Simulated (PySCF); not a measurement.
## Radial density of As (arsenic, neutral)

PW91, [Ar] 3d10 4s2 4p2 4d1, one real determinant (an excited configuration). Computed with PySCF 2.14 in x2c-QZVPPall with one added diffuse shell each of s, p, d, f type (12s9p6d5f1g, 113 functions), with the spin-free X2C one-electron Hamiltonian (Gaussian nucleus).

```csv
r (bohr),4πr²ρ (e/bohr),4πr²(ρα − ρβ)
0.000778,0.3022,0.0000
0.00131,0.7556,0.0000
0.00220,1.849,-0.0001
0.00370,4.372,-0.0001
0.00623,9.718,-0.0002
0.0105,19.43,-0.0003
0.0176,32.49,0.0005
0.0297,40.69,0.0059
0.0499,35.71,0.0257
0.0839,35.37,0.0606
0.141,47.69,0.0448
0.237,30.68,-0.0031
0.399,28.16,0.1454
0.671,23.82,0.0144
1.13,5.976,0.3247
1.90,2.497,1.0692
3.20,0.7853,0.5960
5.37,0.2547,0.2520
9.04,0.005714,0.0057
```

Densities and radii are taken from the X2C orbitals without a picture-change correction, which distorts them close to the nucleus.

⟨L²⟩ = 7.96 against 12 for a pure F term, so this real determinant mixes terms. The outer electron is Rydberg-like, and this basis confines it to a smaller radius and binds it less than a complete one would. At PW91 the highest occupied level has a positive energy, so only the finite basis holds that electron; for this excited configuration the basis is too tight for the outer shell.

(1) Where is the radial spin density 4πr²(ρα − ρβ) most negative, and why is it negative at all?

## Answers

(1) Around r = 0.237 bohr, down to -0.0031 e/bohr: exchange with the open shell polarises the paired shells in an unrestricted calculation.
